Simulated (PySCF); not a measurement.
## Mn+: ionisation energy

Mn+ [Ar] 3d5 4s1 (7S) → Mn(2+) [Ar] 3d5 (6S), as a difference of total energies. All numbers are calculated (PySCF 2.14, the non-relativistic Hamiltonian (point nucleus), in def2-TZVPPD (6s6p4d2f1g, 67 functions)). Correlated levels: valence: [Ar] frozen. The calculations carry no spin-orbit coupling.

| method | ionisation energy (eV) | difference from reference (eV) |
| --- | --- | --- |
| UHF | 14.690 | -0.950 |
| MP2 (valence) | 15.099 | -0.541 |
| SCS-MP2 (valence) | 14.826 | -0.814 |
| CCSD (valence) | 15.122 | -0.518 |
| CCSD(T) (valence) | 15.134 | -0.506 |

Reference: 15.640 eV (measured; NIST Atomic Spectra Database, ionization energies).

These non-relativistic numbers lack the scalar-relativistic shift.

Errors of the correlated levels include the incompleteness of this basis and the frozen core.
